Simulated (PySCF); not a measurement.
C4F5, SMILES FC(F)=[C]C(F)=C(F)F, doublet at its PBE0/def2-SVP optimised geometry (Å):

```
9

F      0.2360     2.5859     0.0000
C      0.6646     1.3454     0.0000
F      1.9776     1.3454     0.0000
C     -0.0902     0.2859     0.0026
C     -0.8349    -0.8379     0.0091
F     -1.2351    -1.4096    -1.1304
C     -1.2589    -1.5026     1.1541
F     -1.9776    -2.5859     1.1262
F     -0.9696    -1.0963     2.3554
```

Level of theory: unrestricted PBE0/def2-TZVP (PySCF). Cells within 0.4 Å of a nucleus heavier than hydrogen are left out (blank, or x).

Map of the spin density (e/bohr³) on the plane z = 0.0 Å:

```
|222222222222222222222222222|
|222222222222222222222222222|
|222222222222222222222222222|
|222222222222222222222222222|
|222222222222222222222222222|
|222222222222223222222222222|
|2222222222222xx222222222222|
|2222222222222xx222222222222|
|222222222222222222222222222|
|22222222222232xx22xx2222222|
|22222222222343xx23xx2222222|
|222222222235942322222222222|
|222222222236xx7432222222222|
|2222222222233x9432222222222|
|222222222101244322222222222|
|2222222221xx012222222222222|
|22222222221x012222222222222|
|222222222222222222222222222|
|222222222222222222222222222|
|222222222222222222222222222|
|222222222222222222222222222|
|222222222222222222222222222|
|222222222222222222222222222|
|222222222222222222222222222|
|222222222222222222222222222|
|222222222222222222222222222|
|222222222222222222222222222|
```
Scale: ten equal steps from -0.020 (start of '0') to 0.060 (end of '9'), in the order '0123456789'; x runs from -5.00 to 5.00, y from -5.00 (bottom) to 5.00 (top).
